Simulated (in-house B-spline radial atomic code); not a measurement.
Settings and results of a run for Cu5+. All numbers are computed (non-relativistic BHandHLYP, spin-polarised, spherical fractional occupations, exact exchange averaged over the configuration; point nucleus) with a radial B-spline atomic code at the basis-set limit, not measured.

Command:
```bash
python run_scf.py task.json out
```
Settings:
```
Z                29
configuration    [Ar] 3d6
hamiltonian      nr
method           bhandhlyp
spin_polarised   True
exact_exchange   averaged over the configuration
```

Output (hartree, bohr):
```
 radial grid: 45 intervals, B-splines of order 8, outer radius 12.1053 bohr

 iter        energy (Eh)    residual
    1       -1612.410799    9.82e-01
    2       -1626.698742    6.82e-01
    3       -1632.516297    1.76e-01
    4       -1633.013573    4.31e-02
    5       -1633.030737    2.48e-02
    6       -1633.040859    1.33e-03
    7       -1633.040877    5.61e-05
    8       -1633.040877    9.38e-06
    9       -1633.040877    8.16e-07
   10       -1633.040877    1.99e-08

 total energy                     -1633.04088
 kinetic                            1632.0736
 electron-nucleus                  -3823.0192
 Hartree                             622.0618
 exact exchange                      -31.3524
 exchange-correlation                -32.8047

 orbital      occ     eigenvalue          <r>       <r^2>       <1/r>       r_max
 1s up      1.000      -328.8343    0.0528961  0.00374992      28.511     0.03489
 1s down    1.000      -328.8336    0.0528951  0.00374973     28.5112     0.03489
 2s up      1.000       -43.3579     0.238373   0.0669744     6.20132      0.1996
 2s down    1.000       -43.2012     0.237789   0.0666112     6.21641      0.1994
 2p up      3.000       -38.3909     0.207989   0.0530049     6.14883      0.1597
 2p down    3.000       -38.2516      0.20725   0.0525698     6.16483      0.1595
 3s up      1.000        -8.2049     0.697887    0.558913     2.02484      0.6138
 3s down    1.000        -7.8826     0.702354    0.566443     2.00663      0.6151
 3p up      3.000        -6.6091     0.714416    0.595616     1.91562      0.6121
 3p down    3.000        -6.2399     0.722104    0.609253     1.89045      0.6144
 3d up      5.000        -3.8951     0.752512    0.692177     1.67109      0.5634
 3d down    1.000        -3.6596      0.77125    0.731799     1.64216      0.5689

 Slater integrals (Eh)
   F0(3p up,3p up)               1.262552
   F2(3p up,3p up)               0.636266
   F0(3p up,3p down)             1.256034
   F2(3p up,3p down)             0.632992
   F0(3p up,3d up)               1.233068
   F2(3p up,3d up)               0.596896
   G1(3p up,3d up)               0.725972
   G3(3p up,3d up)               0.449870
   F0(3p up,3d down)             1.218941
   F2(3p up,3d down)             0.587987
   F0(3p down,3p down)           1.249615
   F2(3p down,3p down)           0.629818
   F0(3p down,3d up)             1.226914
   F2(3p down,3d up)             0.594055
   F0(3p down,3d down)           1.212957
   F2(3p down,3d down)           0.585327
   G1(3p down,3d down)           0.715489
   G3(3p down,3d down)           0.441160
   F0(3d up,3d up)               1.214918
   F2(3d up,3d up)               0.584725
   F4(3d up,3d up)               0.368494
   F0(3d up,3d down)             1.200979
   F2(3d up,3d down)             0.575772
   F4(3d up,3d down)             0.362363
   (list cut)
```

Cost of the run: 0.42 s on 1 thread of Arm Neoverse N1, on a shared host.
